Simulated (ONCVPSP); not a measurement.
**An all-electron radial function and its pseudo partner (vanadium (V))**

Columns: radius, all-electron u(r) and pseudo u(r) of the 3s shell (level -71.66 eV) of vanadium in the configuration [Ne] 3s2 3p6 3d3 4s1 4p1; PBE, scalar-relativistic, ONCV scheme, ONCVPSP 4.0.1.

```csv
r (bohr),all-electron,pseudo
0.075,0.1040,0.1122
0.150,-0.4584,0.2273
0.225,-0.5945,0.3472
0.300,-0.3822,0.4715
0.375,-0.0215,0.5976
0.450,0.3505,0.7207
0.525,0.6648,0.8342
0.600,0.8979,0.9316
0.675,1.0479,1.0066
0.750,1.1258,1.0548
0.825,1.1465,1.0744
0.900,1.1247,1.0659
0.975,1.0736,1.0325
1.050,1.0040,0.9789
1.125,0.9241,0.9109
1.200,0.8399,0.8341
1.275,0.7558,0.7538
1.350,0.6745,0.6740
1.425,0.5978,0.5977
1.500,0.5269,0.5268
1.575,0.4622,0.4622
1.650,0.4038,0.4038
1.725,0.3515,0.3515
1.800,0.3051,0.3051
1.875,0.2642,0.2642
1.950,0.2282,0.2282
```

Q: How many radial nodes do the two functions have?

A: The all-electron 3s function has n − l − 1 = 2; the pseudo-wave has 0, since the states of the same l below it are removed with the core.

Q: At about which radius was the pseudo-wave matched?

A: 1.50 bohr. The columns agree to 0.0005 from 1.35 bohr on; several derivatives are matched, so the curves merge somewhat inside the radius.

Q: Is the pseudo-wave norm-conserving?

A: Yes: the ONCV scheme keeps the norm inside the radius equal to the all-electron one, which fixes the energy derivative of the logarithmic derivative at the level.
